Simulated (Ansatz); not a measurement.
Basis sets compared for the cluster MoO₂⁺. Charge 1, multiplicity 2. Geometry PBE0-D4/def2-TZVP. Ansatz on 4 threads of Arm Neoverse V1 on a shared host; times are rough, and most runs start from earlier orbitals.

Cartesian coordinates in Å:
```
Mo -0.439 -0.314 -0.385
O 0.900 0.506 -0.869
O -0.462 -0.193 1.254
```

In the def2 sets Mo takes a core potential; there is no spin–orbit coupling. The structure comes from a short search, and lower isomers may exist.

```csv
level,functions,energy (Eh),HOMO (eV),LUMO (eV),wall time
PBE-D4/def2-SVP,59,-218.1203,-12.56,-11.82,0.7 s
PBE0-D4/def2-SVP,59,-218.0342,-14.00,-10.82,0.95 s
```

(1) Estimate the rows for PBE-D4/def2-TZVP, PBE0-D4/def2-TZVP.

Answers

(1) 
| level | functions | energy (Eh) | HOMO (eV) | LUMO (eV) | wall time |
| --- | --- | --- | --- | --- | --- |
| PBE-D4/def2-TZVP | 102 | -218.3232 | -12.51 | -11.75 | 1.1 s |
| PBE0-D4/def2-TZVP | 102 | -218.2399 | -13.91 | -10.73 | 4.3 s |
